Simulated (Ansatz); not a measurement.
The cluster Hg2TeF2⁺. Total charge 1; doublet. Geometry PBE0-D4/def2-SVP, that of the neutral singlet; atoms count from 1.

```xyz
5

Hg    0.4466   -1.4597   -1.0692
Hg   -0.6772    1.5399    0.8035
Te   -1.2856    0.4452   -1.4839
F     1.7456   -2.8996   -0.7721
F    -0.2294    2.3742    2.5218
```

In the def2 sets Hg, Te take a core potential; there is no spin–orbit coupling. The structure comes from a short search, and lower isomers may exist.

**Question.** Estimate the Mulliken populations from the PBE0/def2-TZVP orbitals of Ansatz.

**Answer.** 
```
atom  charge (e)  spin (α − β)  d electrons
 Hg1        0.81         -0.02         9.86
 Hg2        0.81         -0.02         9.86
 Te3        0.28          1.03            –
  F4       -0.44          0.00            –
  F5       -0.44          0.00            –
```
Mulliken values depend strongly on the basis.

**Question.** Where does the spin sit?

**Answer.** Summed by element: Hg -0.03, Te 1.03, F 0.00, of 1 unpaired in all. Largest on single atoms: Te3 1.03, Hg1 -0.02, Hg2 -0.02.

**Question.** And the Mayer bond orders between heavy atoms (over 0.3)?

**Answer.** Hg1–Te3 0.88 (2.61 Å); Hg1–F4 0.76 (1.96 Å); Hg2–Te3 0.88 (2.61 Å); Hg2–F5 0.76 (1.96 Å).
